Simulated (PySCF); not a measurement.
An unknown gives this computed stick spectrum. The calculation used TDDFT CAM-B3LYP/def2-SVPD, vertical, gas phase, core orbitals frozen in the response in PySCF 2.14.0, density-fitted response routines. Geometries: PBE0-D3(BJ)/def2-SVP, one conformer each. Relativistic effects are left out although some hold elements past zinc.

```
state  E (eV)  λ (nm)       f
   S1    6.08   203.8  0.0000
   S2    6.08   203.8  0.0004
   S3    6.32   196.2  0.0000
   S4    6.34   195.6  0.0020
   S5    6.37   194.8  0.0032
   S6    6.41   193.3  0.0015
   S7    7.64   162.2  0.0043
   S8    7.76   159.8  0.0000
   S9    7.77   159.5   0.053
  S10    7.90   157.0  0.0096
  S11    8.05   154.1  0.0002
  S12    8.06   153.9  0.0048
  S13    8.08   153.4  0.0001
  S14    8.23   150.6  0.0063
  S15    8.25   150.3   0.196
```

Triplets computed (Tamm–Dancoff): 4.98, 5.00, 5.47, 5.47 eV.

Orbital energies (eV): HOMO-3 -9.84, HOMO-2 -9.77, HOMO-1 -9.60, HOMO -9.48, LUMO 0.78, LUMO+1 0.84, LUMO+2 1.08.

Question: Which structure fits?
A. `C#C[C@@H]1CS1`
B. `[GeH2]([C]#C)[C]#C`
C. `C1COCCO1`

Answer: B. Its S1 lies at 6.08 eV; the nearest of the others has S1 at 7.01 eV. S1 is HOMO-1→LUMO+1 (28%), HOMO-2→LUMO (21%), HOMO→LUMO+3 (16%). Löwdin shares by element: HOMO carbon 76% (atoms not listed hold the other 24%); LUMO carbon 37% or more, germanium 31% (atoms not listed hold the other 32%). At the same level the other candidates give, for their lowest levels:
- `C1COCCO1`: 7.01 eV (f 0.000); 7.46 eV (f 0.088); 7.62 eV (f 0.057); 7.78 eV (f 0.000); 7.86 eV (f 0.021); T1 6.82 eV; HOMO -8.47, LUMO 1.41 eV
- `C#C[C@@H]1CS1`: 4.56 eV (f 0.002); 5.94 eV (f 0.019); 6.09 eV (f 0.024); 6.23 eV (f 0.047); 6.28 eV (f 0.019); T1 4.09 eV; HOMO -8.20, LUMO 0.39 eV
